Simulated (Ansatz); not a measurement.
Two shapes of doublet H10(+).

Shape 1:

```xyz
10

H     1.5994   -0.0008   -0.0001
H     1.2950    0.9401    0.0007
H     0.4941    1.5226   -0.0002
H    -0.4951    1.5220   -0.0007
H    -1.2936    0.9407    0.0006
H    -1.5999   -0.0005   -0.0009
H    -1.2953   -0.9402   -0.0003
H    -0.4949   -1.5212   -0.0008
H     0.4937   -1.5221    0.0006
H     1.2948   -0.9413   -0.0003
```

Shape 2:

```xyz
10

H     1.5943   -0.0082   -0.0012
H     1.3002    0.9367    0.0073
H     0.4908    1.5307   -0.0022
H    -0.5012    1.5247   -0.0067
H    -1.2864    0.9425    0.0055
H    -1.5989   -0.0050   -0.0086
H    -1.3034   -0.9376   -0.0034
H    -0.4988   -1.5168   -0.0076
H     0.4875   -1.5257    0.0059
H     1.2986   -0.9489   -0.0034
```

Basis set: def2-SVP (spherical functions). All electrons are correlated. Charge 1, multiplicity 2.

Computed with Ansatz (development build ahead of 0.2.0); each method stands on the lowest determinant of its kind that the runs found.

(1) Which shape is lower in energy, and by how much in each method?

Answers

(1)

| method | E(2) − E(1) (eV) |
| --- | --- |
| UHF | -0.052 |
| UHF-MP2 | -0.043 |

Shape 2 is lower. Caution: the charge can sit on one fragment and break the point group; the determinant breaks the point group. Caution for UHF-MP2: bonds are stretched, where a single reference can fail.
